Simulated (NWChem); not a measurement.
Molecule: BNH, doublet; SMILES [B]=N

Program: NWChem. Pople sets run with spherical d functions. Spin-unrestricted. All runs use the structure optimised with PBE0-D3(BJ)/def2-TZVP, spin-unrestricted. No stability test was run on the SCF state. Total energies compare along this basis series because the functional is fixed.

```tsv
level	basis functions	energy (Ha)	highest occupied level (eV)	lowest empty minus highest occupied level, either spin (eV)	dipole (D)	<S²>
B3LYP/STO-3G	11	-79.0497	-5.78	5.80	0.32	0.768
B3LYP/3-21G	20	-79.6748	[?]	4.81	[?]	0.762
B3LYP/6-31G*	30	-80.1110	-7.98	4.78	0.49	0.762
B3LYP/6-31+G*	38	-80.1207	-8.42	4.62	0.24	0.761
B3LYP/6-311G**	42	-80.1423	-8.34	4.66	0.47	0.761
B3LYP/6-311++G**	51	-80.1450	-8.48	4.62	0.26	0.760
```

### Question
Some entries are withheld; supply them.

### Answer

- B3LYP/3-21G, highest occupied level (eV): -8.13
- B3LYP/3-21G, dipole (D): 0.85
